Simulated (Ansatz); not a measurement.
Born–Oppenheimer molecular dynamics of H7N3Si (11 atoms, charge 0, multiplicity 1). It starts at the highest image of a converged band. Of that band: Neighbouring images differ by up to 2.6 eV, so the band resolves the path poorly. A vibrational analysis at the climbing image gives 2 clearly imaginary modes (1505i, 169i cm⁻¹): a point of higher order, so a lower path passes nearby.

The calculation used RKS PBE0/def2-SVP in Ansatz.

| Item | Value |
| --- | --- |
| ensemble | NVE (velocity Verlet) |
| time step | 0.5 fs |
| steps asked | 200 |
| starting velocities drawn for | 300 K |
| seed | 2106 |

Frames 0.5 fs apart, positions in Å, forces in eV/Å.

Velocities at 15 fs (Å/ps):

```
Si 12.65 1.76 -3.51
H -202.27 -14.58 1.26
N -4.97 -0.32 -3.63
H -12.61 16.72 4.36
H -22.05 -2.69 -39.59
N -1.02 -2.80 6.61
H -9.89 -4.04 -2.75
H 9.38 3.97 6.13
N -1.50 -1.16 6.57
H -6.48 -14.43 -3.84
H -4.47 25.56 -0.39
```

```xyz
11
Properties=species:S:1:pos:R:3:forces:R:3 time_fs=15 energy_less_start_eV=-2.351 T=2319
Si -0.176 0.020 0.364 1.33 0.78 -0.17
H -0.527 -0.058 2.010 0.00 0.07 -2.39
N 1.623 0.034 0.370 -0.34 1.10 -0.22
H 1.948 -0.849 0.030 0.29 -0.96 -0.05
H 2.151 0.720 -0.214 -1.00 -0.42 0.63
N -0.586 1.385 -0.722 -0.70 -0.54 0.77
H -1.493 1.266 -1.210 0.66 0.35 0.57
H -0.433 2.362 -0.440 -0.17 -0.58 -0.19
N -0.819 -1.355 -0.491 -0.14 0.14 0.76
H -1.026 -2.163 0.096 -0.14 0.01 -0.65
H -0.937 -1.468 -1.509 0.19 0.05 0.95
11
Properties=species:S:1:pos:R:3:forces:R:3 time_fs=15.5 energy_less_start_eV=-2.335 T=2306
Si -0.170 0.021 0.363 0.72 0.65 -0.02
H -0.628 -0.065 2.008 0.40 0.11 -2.49
N 1.621 0.034 0.368 -0.35 1.59 -0.14
H 1.942 -0.842 0.032 0.44 -1.38 -0.17
H 2.139 0.719 -0.233 -1.05 -0.49 0.76
N -0.586 1.383 -0.719 -0.78 -0.39 0.64
H -1.497 1.264 -1.210 0.84 0.38 0.68
H -0.428 2.363 -0.437 -0.21 -0.71 -0.23
N -0.819 -1.356 -0.488 -0.10 0.10 0.68
H -1.030 -2.170 0.094 -0.12 0.13 -0.70
H -0.939 -1.455 -1.508 0.20 0.00 0.99
11
Properties=species:S:1:pos:R:3:forces:R:3 time_fs=16 energy_less_start_eV=-2.301 T=2278
Si -0.163 0.022 0.361 0.10 0.52 0.10
H -0.728 -0.072 2.000 0.79 0.16 -2.53
N 1.618 0.034 0.366 -0.34 1.86 -0.07
H 1.937 -0.838 0.034 0.53 -1.64 -0.23
H 2.124 0.716 -0.250 -1.04 -0.48 0.83
N -0.587 1.382 -0.715 -0.79 -0.29 0.54
H -1.499 1.263 -1.209 0.93 0.38 0.75
H -0.424 2.363 -0.435 -0.23 -0.76 -0.26
N -0.820 -1.357 -0.485 -0.05 0.10 0.65
H -1.034 -2.177 0.089 -0.10 0.22 -0.71
H -0.940 -1.442 -1.504 0.20 -0.06 0.94
11
Properties=species:S:1:pos:R:3:forces:R:3 time_fs=16.5 energy_less_start_eV=-2.260 T=2242
Si -0.157 0.023 0.359 -0.51 0.38 0.17
H -0.826 -0.079 1.986 1.16 0.20 -2.51
N 1.616 0.035 0.364 -0.30 1.86 -0.01
H 1.934 -0.838 0.035 0.55 -1.69 -0.21
H 2.107 0.711 -0.265 -0.96 -0.42 0.83
N -0.588 1.380 -0.712 -0.71 -0.23 0.48
H -1.499 1.264 -1.206 0.91 0.37 0.75
H -0.421 2.361 -0.433 -0.24 -0.75 -0.26
N -0.821 -1.357 -0.481 0.02 0.14 0.66
H -1.037 -2.183 0.083 -0.10 0.26 -0.69
H -0.941 -1.430 -1.499 0.19 -0.12 0.80
11
Properties=species:S:1:pos:R:3:forces:R:3 time_fs=17 energy_less_start_eV=-2.213 T=2202
Si -0.150 0.024 0.357 -1.12 0.23 0.22
H -0.922 -0.085 1.965 1.49 0.24 -2.45
N 1.613 0.036 0.362 -0.21 1.58 0.03
H 1.931 -0.842 0.036 0.49 -1.51 -0.12
H 2.088 0.706 -0.279 -0.84 -0.30 0.75
N -0.589 1.379 -0.708 -0.56 -0.24 0.44
H -1.497 1.265 -1.202 0.81 0.34 0.70
H -0.418 2.357 -0.432 -0.23 -0.66 -0.23
N -0.822 -1.358 -0.477 0.11 0.22 0.71
H -1.042 -2.189 0.075 -0.10 0.26 -0.63
H -0.942 -1.417 -1.491 0.17 -0.17 0.58
11
Properties=species:S:1:pos:R:3:forces:R:3 time_fs=17.5 energy_less_start_eV=-2.157 T=2153
Si -0.144 0.025 0.356 -1.71 0.09 0.24
H -1.014 -0.090 1.939 1.79 0.28 -2.34
N 1.610 0.037 0.360 -0.10 1.07 0.07
H 1.930 -0.849 0.036 0.36 -1.15 0.02
H 2.066 0.700 -0.290 -0.66 -0.12 0.61
N -0.590 1.377 -0.704 -0.34 -0.29 0.44
H -1.493 1.267 -1.196 0.60 0.29 0.60
H -0.416 2.351 -0.432 -0.20 -0.50 -0.19
N -0.822 -1.358 -0.474 0.22 0.32 0.78
H -1.046 -2.194 0.066 -0.12 0.23 -0.53
H -0.942 -1.405 -1.483 0.15 -0.22 0.31
11
Properties=species:S:1:pos:R:3:forces:R:3 time_fs=18 energy_less_start_eV=-2.083 T=2089
Si -0.138 0.026 0.354 -2.27 -0.05 0.24
H -1.101 -0.095 1.907 2.05 0.31 -2.19
N 1.607 0.038 0.358 0.04 0.41 0.13
H 1.930 -0.860 0.037 0.21 -0.67 0.20
H 2.043 0.694 -0.300 -0.46 0.09 0.41
N -0.591 1.375 -0.700 -0.05 -0.38 0.46
H -1.487 1.269 -1.188 0.32 0.23 0.44
H -0.414 2.344 -0.432 -0.15 -0.29 -0.13
N -0.823 -1.359 -0.470 0.33 0.45 0.86
H -1.051 -2.199 0.056 -0.14 0.16 -0.41
H -0.942 -1.394 -1.473 0.12 -0.25 0.00
11
Properties=species:S:1:pos:R:3:forces:R:3 time_fs=18.5 energy_less_start_eV=-1.985 T=2005
Si -0.132 0.027 0.352 -2.81 -0.19 0.23
H -1.184 -0.099 1.871 2.28 0.34 -2.02
N 1.605 0.040 0.357 0.18 -0.30 0.23
H 1.930 -0.872 0.037 0.04 -0.15 0.37
H 2.019 0.688 -0.309 -0.23 0.32 0.16
N -0.592 1.373 -0.697 0.29 -0.50 0.51
H -1.481 1.272 -1.179 -0.03 0.16 0.26
H -0.413 2.337 -0.432 -0.08 -0.04 -0.06
N -0.824 -1.359 -0.466 0.45 0.58 0.92
H -1.056 -2.203 0.044 -0.16 0.06 -0.28
H -0.941 -1.383 -1.463 0.09 -0.28 -0.31
11
Properties=species:S:1:pos:R:3:forces:R:3 time_fs=19 energy_less_start_eV=-1.863 T=1900
Si -0.126 0.028 0.351 -3.32 -0.33 0.21
H -1.262 -0.102 1.829 2.47 0.37 -1.83
N 1.602 0.041 0.355 0.33 -0.98 0.35
H 1.930 -0.884 0.039 -0.11 0.34 0.51
H 1.994 0.683 -0.318 -0.02 0.54 -0.10
N -0.593 1.372 -0.693 0.64 -0.62 0.56
H -1.474 1.276 -1.170 -0.41 0.08 0.05
H -0.411 2.329 -0.432 -0.01 0.23 0.02
N -0.824 -1.359 -0.461 0.55 0.71 0.93
H -1.061 -2.207 0.032 -0.19 -0.04 -0.14
H -0.941 -1.373 -1.454 0.07 -0.29 -0.58
11
Properties=species:S:1:pos:R:3:forces:R:3 time_fs=19.5 energy_less_start_eV=-1.724 T=1782
Si -0.120 0.029 0.349 -3.81 -0.46 0.20
H -1.333 -0.105 1.782 2.63 0.39 -1.62
N 1.599 0.042 0.353 0.48 -1.54 0.48
H 1.930 -0.896 0.042 -0.23 0.77 0.62
H 1.969 0.679 -0.327 0.17 0.72 -0.33
N -0.594 1.370 -0.688 0.98 -0.73 0.60
H -1.469 1.280 -1.161 -0.78 0.01 -0.14
H -0.410 2.322 -0.433 0.06 0.48 0.09
N -0.825 -1.359 -0.457 0.65 0.81 0.87
H -1.067 -2.211 0.020 -0.22 -0.14 0.00
H -0.940 -1.363 -1.447 0.06 -0.30 -0.77
11
Properties=species:S:1:pos:R:3:forces:R:3 time_fs=20 energy_less_start_eV=-1.581 T=1659
Si -0.115 0.030 0.347 -4.26 -0.59 0.19
H -1.398 -0.106 1.732 2.76 0.41 -1.39
N 1.597 0.043 0.351 0.64 -1.92 0.59
H 1.930 -0.905 0.047 -0.31 1.09 0.68
H 1.945 0.677 -0.336 0.31 0.82 -0.50
N -0.595 1.368 -0.684 1.26 -0.79 0.60
H -1.466 1.283 -1.152 -1.07 -0.06 -0.29
H -0.409 2.316 -0.433 0.12 0.68 0.15
N -0.825 -1.359 -0.452 0.72 0.87 0.73
H -1.073 -2.216 0.007 -0.24 -0.21 0.11
H -0.939 -1.354 -1.441 0.07 -0.30 -0.87
11
Properties=species:S:1:pos:R:3:forces:R:3 time_fs=20.5 energy_less_start_eV=-1.447 T=1545
Si -0.111 0.031 0.346 -4.67 -0.71 0.20
H -1.456 -0.107 1.679 2.86 0.43 -1.16
N 1.595 0.043 0.350 0.81 -2.08 0.63
H 1.929 -0.912 0.053 -0.34 1.30 0.69
H 1.921 0.677 -0.347 0.39 0.81 -0.57
N -0.596 1.365 -0.680 1.43 -0.78 0.55
H -1.465 1.287 -1.143 -1.24 -0.10 -0.38
H -0.407 2.312 -0.433 0.17 0.80 0.19
N -0.826 -1.359 -0.448 0.75 0.88 0.50
H -1.080 -2.221 -0.005 -0.24 -0.24 0.20
H -0.938 -1.346 -1.438 0.09 -0.30 -0.85
```

Of the whole run (100 fs, mean temperature of the second half 1538 K): The conserved energy stayed within 0.62 meV per atom of its start (net change 0.11 meV per atom), so the integration is sound. The kinetic energy rose, since the run started high on the potential surface and went downhill. A run of 0.1 ps of so small a system gives no equilibrium averages. The orbitals stay closed-shell, which can raise the energy where a bond breaks towards radicals; this wasn't checked here.

Time of the run: 6.3 min on 2 threads of Arm Neoverse V2, with other jobs on the host, peak memory 0.19 GiB.
